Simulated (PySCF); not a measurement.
C₂H₅NOSi, SMILES C[SiH2]N=C=O.

Geometry: ωB97X-D3(BJ)/def2-SVP. The values are those of a single conformer.

Calculation: SMD-ωB97X/def2-SVP in PySCF.

Solvation free energies are E(SMD) − E(gas) at the gas-phase geometry, for 1 M in both phases. In vacuum the dipole moment is 2.67 D.

Computed solvation free energies in water, acetonitrile, dichloromethane:
| solvent | ΔG(solv) (kcal/mol) | its non-electrostatic (CDS) part | dipole (D) |
|---|---|---|---|
| water | 3.3 | 6.9 | 3.45 |
| acetonitrile | -1.4 | 1.0 | 3.18 |
| dichloromethane | -1.5 | 0.7 | 3.13 |
